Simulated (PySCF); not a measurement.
Isomers of C5H10O4S, one GFN2-xTB conformer each. Single-point energies are computed at PBE0/pcSseg-1 (PySCF, gas phase, no added dispersion term), electronic only.

Question: Rank them by PBE0/pcSseg-1 energy, lowest first (kJ/mol).
A. `[CH3:1][CH2:2][S:3](=[O:4])(=[O:5])[C@H:6]([CH3:7])[O:8][CH:9]=[O:10]` with C1–C2–S3–O4 -72°, C2–S3–C6–C7 -173°, S3–C6–O8–C9 -87°, C6–O8–C9–O10 1°
B. `[CH3:1][CH2:2][S:3](=[O:4])(=[O:5])[C@@H:6]([CH3:7])[C:8](=[O:9])[OH:10]` with C1–C2–S3–O4 -55°, C2–S3–C6–C7 -51°, S3–C6–C8–O9 -73°, C6–C8–O10–H -173°
C. `[CH3:1][O:2][CH2:3][O:4][C@H:5]1[CH2:6][CH2:7][S:8]1(=[O:9])=[O:10]` with C1–O2–C3–O4 -70°, O2–C3–O4–C5 -67°, C3–O4–C5–C6 -177°, O4–C5–C6–C7 95°, C5–C6–C7–S8 17°, C6–C7–S8–O9 -127°, O4–C5–S8–C7 -98°

Answer: B (0.0), A (53.8), C (182.2).

As drawn, the lowest has a C=O bond, an O–H bond and a C(=O)–O unit, which the highest lacks; the highest has a four-membered ring, which the lowest lacks. GFN2-xTB itself gives, in the same order: 0.0, 44.8, 95.6. Both levels put the same isomer lowest; measured from each level's own lowest isomer, the values differ by up to 86.6 kJ/mol (COCO[C@H]1CCS1(=O)=O: 95.6 against 182.2).

Question: Which frontier levels, dipoles and rotational constants go with these structures?

Answer: 
```json
{"SMILES": "CCS(=O)(=O)[C@@H](C)C(=O)O", "HOMO (eV, PBE0/pcSseg-1)": "-8.24", "LUMO (eV)": "-0.74", "dipole (D)": "3.26", "A, B, C (MHz)": "1696, 911.9, 869.5"}
{"SMILES": "CCS(=O)(=O)[C@H](C)OC=O", "HOMO (eV, PBE0/pcSseg-1)": "-8.15", "LUMO (eV)": "-0.65", "dipole (D)": "2.89", "A, B, C (MHz)": "1525, 1061, 757.1"}
{"SMILES": "COCO[C@H]1CCS1(=O)=O", "HOMO (eV, PBE0/pcSseg-1)": "-7.71", "LUMO (eV)": "0.81", "dipole (D)": "5.07", "A, B, C (MHz)": "2257, 728.7, 656.4"}
```
